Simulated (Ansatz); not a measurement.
C$_{2}$H$_{6}$SeSi, SMILES `C[SiH]1C[Se]1`. Total charge 0; spin multiplicity 1. Correlated methods include outer-core shells of Se, which these sets cover unevenly. Scalar relativity is left out up to krypton.

```xyz
10

C     0.1927   -1.5332    0.3514
Si   -0.6257    0.0482   -0.1730
C     0.3710    1.5760   -0.3999
Se   -0.7833    1.7545    1.2542
H    -0.5113   -2.1701    0.8915
H     0.5519   -2.0859   -0.5211
H     1.0373   -1.3191    1.0082
H    -1.7618   -0.1541   -1.1023
H     1.4276    1.5790   -0.1519
H     0.1016    2.3048   -1.1570
```

Question: Give the diagnostics of a CCSD(T)/def2-TZVPP run (frozen core, the Gaussian-basis code of Ansatz). (Best estimate.)

Answer: Computed: T1 = 0.0102, largest single amplitude 0.017, largest double 0.034, (T) share of the correlation energy 4.1 %, 9 CCSD cycles. The RHF solution is stable towards an unrestricted one. T1 lies under the customary mark of 0.02 for closed shells.
